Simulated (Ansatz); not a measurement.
System (SMILES): F[C]Cl (closed-shell singlet).
Geometry (B3LYP-D3(BJ)/def2-TZVP, fixed):
```
C
F 1 1.2975
Cl 1 1.7557 2 106.70
```
Charge 0, spin multiplicity 1.

Basis-set convergence of the dipole moment at PBE with Ansatz (an electronic-structure program). Dipoles come from the density behind the forces; the sign is taken along the dipole that this method gives in the largest set. All functions are spherical. No added dispersion term, no relativity. Reference: the value in aug-pcseg-3, 0.836 D, itself unsure by roughly 0.002 D (its mean distance from aug-cc-pV(Q+d)Z, def2-QZVPPD). Deviations are taken from unrounded values.

```
basis            functions  dipole moment (D)  minus reference (D)
---------------  ---------  -----------------  -------------------
def2-SVP                46              1.070                0.234
def2-SVPD               70              0.871                0.035
pcseg-2                 94              0.894                0.058
def2-TZVPD             123              0.834               -0.002
jun-cc-pV(T+d)Z        126              0.833               -0.003
def2-TZVPPD            128              0.834               -0.002
aug-cc-pV(T+d)Z        147              0.833               -0.003
def2-QZVPP             184              0.847                0.010
aug-pcseg-3            259              0.836                0.000
```
